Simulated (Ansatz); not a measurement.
Species: ZnI, net charge 1, singlet state. 
Structure (B3LYP-D3(BJ)/def2-TZVP (Ansatz, a program for electronic structure) minimum search):
```
Zn
I 1 2.4056
```
Charge +1, spin multiplicity 1.

Basis-set convergence of Hartree-Fock and CCSD correlation energies (hartree) with Ansatz. Correlated levels leave the core frozen unless marked. No spin-orbit coupling. The frozen core is the preceding noble-gas configuration, with the filled d and f shells of earlier blocks. Past Kr the def2 sets carry scalar-relativistic core potentials.

| basis | functions | E(HF) | E(corr, CCSD) |
|---|---|---|---|
| def2-SVPD | 69 | -2073.97267 | -0.36911 |
| def2-TZVPPD | 126 | -2074.22282 | -0.57101 |
| def2-QZVPPD | 191 | -2074.26576 | -0.61788 |

Extrapolating the two largest sets (X = 3 and 4) as X^-3: E(corr) = (64·(-0.61788) - 27·(-0.57101))/37 = -0.6521 Eh, an estimate of the basis-set limit. The largest set recovers 94.8 % of it, the smallest 56.6 %.
